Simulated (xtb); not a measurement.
WO2F, SMILES [O]=[W+]([F])=[O], charge +1, multiplicity 1. All values are semi-empirical tight-binding results from xtb (GFN2-xTB unless named), good for trends rather than for accurate numbers. Geometry: GFN2-xTB. The multiplicity is an assumed one; other spin states were not compared. The isomer is the one that the SMILES or the coordinates give; other isomers of the formula were not compared.

For metal compounds this method's bond lengths and energies can be far off.

Computed properties:
The point group as xtb finds it is Cs, the orbital gap comes out as 2.03 eV and the zero-point energy is 3.4 kcal/mol. The G − E(el) at 298.15 K (modified RRHO) is -15.5 kcal/mol.
